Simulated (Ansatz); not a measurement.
Relaxation of C$_{4}$H$_{12}$OSi (18 atoms, charge 0, multiplicity 1), to a largest force component of 0.02 eV/Å in at most 50 steps.

Level of theory: RKS B3LYP/STO-3G (Ansatz 0.2.0).

```xyz
18
Properties=species:S:1:pos:R:3:forces:R:3
C -2.598 -0.546 0.217 -7.50 1.47 -2.01
O -1.341 -0.215 -0.267 0.08 -0.71 0.42
C -0.460 0.028 0.793 7.49 1.49 2.03
C 1.046 0.367 0.255 -2.38 -0.57 0.57
C 0.920 1.534 -0.734 -1.23 1.86 1.48
Si 1.867 -1.141 -0.459 1.79 -1.20 0.07
H -2.613 -1.402 0.827 0.81 -1.62 1.56
H -3.005 0.361 0.770 0.64 -0.99 -0.21
H -1.559 -0.262 -1.232 0.32 0.17 -1.21
H -0.395 -0.849 1.490 -0.51 -0.11 -0.64
H -0.803 0.879 1.414 -0.54 0.26 -0.32
H 1.602 0.674 1.133 0.45 0.39 0.53
H 0.378 2.429 -0.267 0.75 -1.27 -0.53
H 1.901 1.868 -0.993 1.27 0.56 -0.69
H 0.369 1.279 -1.629 -0.24 -0.33 -0.71
H 1.219 -1.616 -1.677 0.06 0.17 0.35
H 3.282 -0.760 -0.777 -1.20 -0.42 0.20
H 1.883 -2.223 0.574 -0.06 0.83 -0.89
```

**Question.** Where does it end, and by what steps?

**Answer.** The forces met the threshold. Limits of this set-up: minimal basis. After 13 steps the energy has fallen by 2.697 eV; H9 moved furthest, 0.53 Å.

```json
{"step": "0", "energy less start (eV)": "0.0000", "largest force component (eV/Å)": "7.501", "accepted": "yes"}
{"step": "1", "energy less start (eV)": "-1.5966", "largest force component (eV/Å)": "2.950", "accepted": "yes"}
{"step": "2", "energy less start (eV)": "-2.0773", "largest force component (eV/Å)": "1.151", "accepted": "yes"}
{"step": "3", "energy less start (eV)": "-2.3675", "largest force component (eV/Å)": "1.041", "accepted": "yes"}
{"step": "4", "energy less start (eV)": "-2.4705", "largest force component (eV/Å)": "2.315", "accepted": "yes"}
{"step": "5", "energy less start (eV)": "-2.6428", "largest force component (eV/Å)": "0.634", "accepted": "yes"}
{"step": "6", "energy less start (eV)": "-2.6720", "largest force component (eV/Å)": "0.409", "accepted": "yes"}
{"step": "7", "energy less start (eV)": "-2.6845", "largest force component (eV/Å)": "0.141", "accepted": "yes"}
{"step": "8", "energy less start (eV)": "-2.6900", "largest force component (eV/Å)": "0.087", "accepted": "yes"}
{"step": "9", "energy less start (eV)": "-2.6940", "largest force component (eV/Å)": "0.093", "accepted": "yes"}
{"step": "10", "energy less start (eV)": "-2.6956", "largest force component (eV/Å)": "0.040", "accepted": "yes"}
{"step": "11", "energy less start (eV)": "-2.6963", "largest force component (eV/Å)": "0.028", "accepted": "yes"}
{"step": "12", "energy less start (eV)": "-2.6966", "largest force component (eV/Å)": "0.024", "accepted": "yes"}
{"step": "13", "energy less start (eV)": "-2.6967", "largest force component (eV/Å)": "0.016", "accepted": "yes"}
```

```xyz
18
Properties=species:S:1:pos:R:3
C -2.840 -0.884 0.102
O -1.308 -0.523 -0.206
C -0.386 0.149 0.842
C 1.040 0.406 0.264
C 1.036 1.606 -0.738
Si 1.794 -1.167 -0.491
H -2.645 -1.632 0.929
H -3.116 0.029 0.718
H -1.391 0.162 -0.957
H -0.372 -0.579 1.676
H -0.885 1.082 1.181
H 1.660 0.700 1.131
H 0.610 2.508 -0.271
H 2.063 1.842 -1.058
H 0.451 1.379 -1.644
H 1.122 -1.494 -1.726
H 3.191 -0.918 -0.762
H 1.671 -2.260 0.445
```

Whether the end is a true minimum wasn't checked by a vibrational analysis.

Time of the run: 74 s on 1 thread of Intel(R) Xeon(R) Processor @ 2.70GHz (shared host), peak memory 0.14 GiB.
